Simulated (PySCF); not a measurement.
Cd(H)(Me) (CH4Cd), SMILES [CH3][CdH].

Coordinates come from a B3LYP-D3(BJ)/def2-TZVP optimisation. The def2 effective core potentials stand for the cores of Cd; spin–orbit coupling is left out.

Two levels are set side by side: PBE/def2-TZVPD (PySCF) and r2SCAN/def2-TZVPD (PySCF). Same geometry, gas phase. Differences are taken from unrounded values.

```tsv
quantity	r2SCAN	PBE	PBE minus r2SCAN
orbital gap (eV)	5.67	5.08	-0.59
highest occupied level (eV)	-6.35	-6.15	0.20
lowest empty level (eV)	-0.68	-1.07	-0.39
dipole moment (D)	0.48	0.48	0.01
mean polarisability (bohr³)	49.2	50.4	1.2
```

Rough cost on one machine, each run with all the roots and properties that it gave: r2SCAN against PBE about 4 times.
